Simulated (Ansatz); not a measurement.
Geometry optimisation of the cluster Te₂Pd⁻.

```yaml
crystal:
  periodic: [false, false, false]
  atoms:
    - {symbol: Pd, position_ang: [0.175470, 0.063270, -1.438370]}
    - {symbol: Te, position_ang: [0.490080, 1.207130, 0.842580]}
    - {symbol: Te, position_ang: [-0.665550, -1.270400, 0.595790]}
basis:
  gaussian: {orbitals: def2-TZVPD}
total_charge: -1
magnetization: {spin_polarized: true, initial_magnetization: 1}
hamiltonian: {xc: pbe, dispersion: d4}
scf: {lower_state_search: "off"}
output: {orbitals: {seedname: orbitals}}
relax: {f_tol: 0.02, max_steps: 100}
```

```sh
$ ansatz run in.yaml --threads 4 --pin off --events-out ev --progress --plain --max-ram 3916MiB
```

It prints (some lines left out):

```
Functional definition: PBE
mean field -18071.61090818 eV, -664.1194514979 hartree, gradient 7.8e-6 eV, S^2 0.753522; 0 other end points of the search recorded, 0 dependent functions left out
relax step   1: F+E_penalty+E_count = -18071.78076981 eV  Δ(F+E_penalty+E_count) = +0.000e0 eV  max|allowed force component| = 8.069e-1 eV/Å  Δτ_max = 0.0000 Å  (21 SCF iters, accepted)
mean field -18071.59321456 eV, -664.1188012692 hartree, gradient 2.1e-6 eV, S^2 0.754431; 0 other end points of the search recorded, 0 dependent functions left out
relax step   2: F+E_penalty+E_count = -18071.76104341 eV  Δ(F+E_penalty+E_count) = +1.973e-2 eV  max|allowed force component| = 7.132e-1 eV/Å  Δτ_max = 0.1673 Å  (29 SCF iters, rejected (line search))
mean field -18071.66556391 eV, -664.1214600589 hartree, gradient 1.6e-6 eV, S^2 0.753896; 0 other end points of the search recorded, 0 dependent functions left out
relax step   3: F+E_penalty+E_count = -18071.83465273 eV  Δ(F+E_penalty+E_count) = -5.388e-2 eV  max|allowed force component| = 9.665e-2 eV/Å  Δτ_max = 0.0790 Å  (27 SCF iters, accepted)
mean field -18071.66629778 eV, -664.1214870280 hartree, gradient 2.9e-6 eV, S^2 0.753839; 0 other end points of the search recorded, 0 dependent functions left out
relax step   4: F+E_penalty+E_count = -18071.83548180 eV  Δ(F+E_penalty+E_count) = -8.291e-4 eV  max|allowed force component| = 2.793e-2 eV/Å  Δτ_max = 0.0061 Å  (26 SCF iters, accepted)
mean field -18071.66632214 eV, -664.1214879233 hartree, gradient 2.9e-6 eV, S^2 0.753823; 0 other end points of the search recorded, 0 dependent functions left out
relax step   5: F+E_penalty+E_count = -18071.83552654 eV  Δ(F+E_penalty+E_count) = -4.474e-5 eV  max|allowed force component| = 5.577e-4 eV/Å  Δτ_max = 0.0015 Å  (27 SCF iters, accepted)
Total energy: -18071.83557367 eV, -664.1277078021 hartree
Atom 0 at     0.170934     0.060976    -1.404294 Å, force    -0.000153    -0.000304     0.000078 eV/Å
Atom 1 at     0.521927     1.271839     0.832556 Å, force     0.000241     0.000558     0.000244 eV/Å
Atom 2 at    -0.692861    -1.332815     0.571738 Å, force    -0.000088    -0.000254    -0.000323 eV/Å
Dipole moment:     0.057597     0.020545    -0.473188 e Å
Checks for a lower state left out: stability, starts, cluster_reference, orbital_swaps, neighbouring_geometries, increment
```

It took 8.5 s on 4 threads of AMD EPYC 7B13 on a shared host.

In the def2 sets Pd, Te take a core potential; there is no spin–orbit coupling. The highest occupied level of the charge -1 doublet lies above zero (up to 0.40 eV). It is a level of β spin, whose loss leaves a triplet; that state wasn't run at this geometry and level. The electron is either unbound and held by the finite basis, or the level is raised by self-interaction error. The gap within one spin of the charge -1 doublet nearly closes, so an electron or hole may be smeared out by delocalisation error. The relaxation made no stability test and no search for a lower SCF solution. No other spin state of charge -1 was run. Another isomer (doublet) lies 0.10 eV lower at PBE-D4/def2-TZVPD; other spin states weren't run for this one.
